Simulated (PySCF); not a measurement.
# CoO₂, quartet: structure and spectrum

Computed with UPBE0/[Co def2-TZVP, O def2-TZVP], no relativity, density fitting, PySCF.

The structure is a minimum.

* Point group: C2v
* Bond lengths: Co–O 1.583 Å (×2)
* Bond angles: O–Co–O 124.8°
* Rotational constants: 1.511, 0.268, 0.2276 cm⁻¹
* Dipole moment: 3.58 D
* Highest occupied level (α): -8.78 eV
* Zero-point energy: 11.5 kJ/mol
* Principal quadrupole moments (Buckingham, traceless) about the centre of mass: -7.40, 3.55, 3.84 D Å
* Heat capacity Cp at 298.15 K: 45.6 J/(mol K)
* Spin squared ⟨S²⟩: 3.810
* Atomisation energy without zero-point energy: 679 kJ/mol
* Rotational symmetry number: 2
* Enthalpy at 298.15 K above 0 K: 11.65 kJ/mol
* Entropy at 298.15 K and 1 bar (electronic part: spin only): 274.2 J/(mol K)
* Principal polarisabilities: 20.9, 25.0, 51.6 bohr³
* Lowest empty level (α): -4.50 eV

Harmonic modes (masses in u: Co 58.933, O 15.995):
```
symmetry  ω (cm⁻¹)  IR (km/mol)     type
      a1       219         21.5     bend
      a1       845         20.9  stretch
      b2       859         88.6  stretch
```

In C2v the vibrations span 2a1 + b2. Here b1 is antisymmetric to the molecular plane and b2 lies in it.

Charges (e):
```tsv
atom	Mulliken	Löwdin	polar tensor	spin (Mulliken)	Mayer order to Co1
Co1	1.00	0.45	1.13	2.20	–
O2,3	-0.50	-0.23	-0.57	0.40	1.73
```
Other Mayer orders above 0.3: O–O 0.37.

Mulliken populations on Co1: s 6.37, p 12.33, d 7.29, f 0.00.

Outer orbital energies (eV). α occupied: -13.40, -13.33, -12.29, -10.21, -9.90, -9.39, -8.88, -8.78; empty: -4.50, -1.65, 2.08, 2.79. β occupied: -25.68, -12.17, -12.02, -11.37, -10.70, -9.22, -9.04, -8.95; empty: -4.35, -4.01, -3.39, -3.31.

Formally Co is in oxidation state +4, d5, with 3 unpaired electrons (the high-spin count would be 5). The Mulliken spin on Co is 2.20. The polar-tensor charge on Co, 1.13, is far below the formal one.

This need not be the most stable arrangement of these atoms. With open d or f shells other occupations or spin states may lie lower.

The final relaxation and frequency run took of the order of 6 core-minutes on a shared host.
